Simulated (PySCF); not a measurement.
Si(H)(Me)2(SeH) (C2H8SeSi), SMILES [SeH][SiH](C)C.

Geometry: r2SCAN-D4/def2-SVP. One conformer was computed; it need not be the lowest.

These are r2SCAN/def2-TZVP (PySCF) values and carry that method's errors.

Isolated molecule, no solvent.

Computed frontier levels, gap, dipole moment and polarisability:
```yaml
highest_occupied_level: -5.91 eV
lowest_empty_level: -0.26 eV
orbital_gap: 5.65 eV
dipole_moment: 2.01 D
quadrupole, principal values (traceless, Buckingham form, about the centre of nuclear charge): -1.71, -0.44, 2.14 D·Å
mean_static_polarisability: 78.5 bohr³ (11.63 Å³)
polarisability_principal_values: 69.1, 74.8, 91.5 bohr³
```
